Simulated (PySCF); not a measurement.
**Bond curve of SnCl**

Set-up: basis Sn def2-TZVPPD with ECP28, Cl def2-TZVPPD; scalar-relativistic core potentials; PySCF 2.14. Energies in eV from Sn + Cl in their ground configurations at the same level. State: ²Π (doublet), unpaired electrons π ↑.

All columns are B3LYP. A positive dipole means Sn(−)Cl(+).

| R (Å) | E (eV) | μ (D) | Mulliken charge on Sn (basis-dependent) | HOMO (eV) | LUMO (eV) | Mayer bond order | ⟨S²⟩ |
| --- | --- | --- | --- | --- | --- | --- | --- |
| 2.043 | -2.733 | -0.51 | 0.31 | -4.19 | -2.85 | 1.11 | 0.75 |
| 2.138 | -3.365 | -1.12 | 0.35 | -4.35 | -3.00 | 1.04 | 0.75 |
| 2.233 | -3.716 | -1.74 | 0.39 | -4.50 | -3.16 | 0.99 | 0.75 |
| 2.305 | -3.849 | -2.20 | 0.41 | -4.62 | -3.27 | 0.96 | 0.75 |
| 2.376 | -3.899 | -2.66 | 0.43 | -4.74 | -3.38 | 0.94 | 0.75 |
| 2.447 | -3.888 | -3.11 | 0.44 | -4.85 | -3.49 | 0.93 | 0.75 |
| 2.542 | -3.805 | -3.70 | 0.45 | -5.00 | -3.63 | 0.90 | 0.75 |
| 2.661 | -3.628 | -4.42 | 0.47 | -5.17 | -3.79 | 0.87 | 0.75 |
| 2.804 | -3.356 | -5.25 | 0.50 | -5.37 | -3.99 | 0.83 | 0.75 |
| 2.994 | -2.954 | -6.29 | 0.53 | -5.61 | -4.22 | 0.78 | 0.75 |

A fit through these points gives, at Re = 2.396 Å, μ = -2.79 D and dμ/dR = -6.38 D/Å; the reduced mass is 27.07 u.

Q: How strong is the fundamental in the double-harmonic approximation, I = 42.26·(dμ/dR)²/μred km/mol?

A: I = 42.26·(-6.38)²/27.07 = 63.5 km/mol at B3LYP.

Spin–orbit coupling is left out, which matters for elements this heavy, above all for dissociation energies. The state is the lowest determinant that a PBE0 search found; another state may lie lower at other levels.
